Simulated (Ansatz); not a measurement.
Species: SiCl, charge 0, multiplicity 2. SMILES: Cl[Si]
Geometry: optimised at B3LYP-D3(BJ)/def2-TZVP (Ansatz, a quantum-chemistry and plane-wave program).

Computed values are from Ansatz. Correlated levels leave the core frozen unless marked. UHF or UKS for open shells. Spin-orbit coupling is left out. No relativistic terms. CBS marks a two-point X^-3 extrapolation of the correlation energy; Hartree-Fock from the larger set (for Q and 5 zeta extrapolated as (X+1)exp(-9√X)).

```yaml
atomisation energy De: 102.8 kcal/mol at CCSD(T)/CBS(cc-pV(Q+d)Z,cc-pV(5+d)Z)
vertical ionisation energy (to the singlet): 7.51 eV at CCSD(T)/CBS(aug-cc-pV(T+d)Z,aug-cc-pV(Q+d)Z)
vertical electron affinity (to the triplet; negative means unbound): 1.16 eV at CCSD(T)/CBS(aug-cc-pV(T+d)Z,aug-cc-pV(Q+d)Z)
total_energy: -748.8104 Eh at CCSD(T)/CBS(cc-pV(Q+d)Z,cc-pV(5+d)Z)
dipole_moment: 0.93 D at CCSD(T)/aug-cc-pV(D+d)Z
T1 diagnostic: 0.018 at CCSD/cc-pV(5+d)Z
```
